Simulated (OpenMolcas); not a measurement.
## S III: effect of the IPEA shift

```yaml
Program: OpenMolcas
Basis: ANO-R3 [6s5p4d3f1g]
Scalar_Hamiltonian: X2C, finite nucleus
Active_space: 2 electrons in 3 orbitals (3p)
State_averaging: 2S+1 = 3 even, 3 roots; 2S+1 = 1 even, 6 roots
Spin-orbit_coupling: state interaction with AMFI integrals over the reference wave functions, term energies averaged over their components
```

Methods on the same reference wave functions:
A. CASSCF
B. SS-CASPT2, IPEA 0 Eh, imaginary shift 0.1 Eh (closed shells correlated: 2s 2p 3s)
C. SS-CASPT2, IPEA 0.25 Eh, imaginary shift 0.1 Eh (closed shells correlated: 2s 2p 3s)

Energies in eV above 3s2 3p2 3P0, the measured ground level; measured values from NIST levels in Podobedova, Kelleher and Wiese, J. Phys. Chem. Ref. Data 38, 171 (2009).

| Level | A | B | C | Measured |
| --- | --- | --- | --- | --- |
| 3s2 3p2 3P0 | 0.0000 | 0.0000 | 0.0000 | 0.0000 |
| 3s2 3p2 3P1 | 0.0332 | 0.0337 | 0.0337 | 0.0370 |
| 3s2 3p2 3P2 | 0.0948 | 0.0950 | 0.0949 | 0.1033 |
| 3s2 3p2 1D2 | 1.7683 | 1.423 | 1.364 | 1.4038 |
| 3s2 3p2 1S0 | 4.2971 | 3.402 | 3.344 | 3.3675 |

Deviations, from unrounded energies. A percentage is the sum of absolute deviations over the sum of measured energies, with the sign that they share, or ± where signs differ.

| Against measurement | Levels | A | B | C |
| --- | --- | --- | --- | --- |
| mean absolute deviation (cm-1) | 4 | 2600 | 130 | 150 |
| fine structure of the ground term (%) | 2 | -8.8 | -8.3 | -8.3 |
| other terms of the ground configuration (%) | 2 | +27.1 | +1.1 | -1.3 |

B lies closest to measurement on these levels and A furthest from it. The largest miss of B in the table is 3s2 3p2 1S0, by +280 cm-1. The ranking rests on the paired levels alone, and a cruder setting can come out closer through cancelling errors.

Between B and C the level of the table that moves most is 3s2 3p2 1D2, by 480 cm-1 (lowest in C, highest in B). Moves below CASPT2's spread within the term are not significant.

The mean deviations of B to C differ by less than CASPT2's widest spread within a term (120 cm-1), so their order carries little weight.

From A to B the spin-free energies of the other terms of 3s2 3p2 shown, above 3P, scale by factors of 0.79 to 0.80.

The lowest spin-free term lies below A's lowest term by 0.365 hartree in B, 0.357 hartree in C.

CASPT2 breaks the degeneracy within a term, and the mean is taken; among the terms shown or strongly mixed into the levels shown the widest spread is 120 cm-1 (3s2 3p2 1D, C). With the s shell closed, the reference lacks s² → p² mixing. Computed and measured levels are paired by configuration, term and J; levels that our copy of the source lacks, or whose pairing is in doubt (as where it misses far off the trend of its configuration), stay unpaired and out of the deviations. Levels of configurations outside the active space are missing.
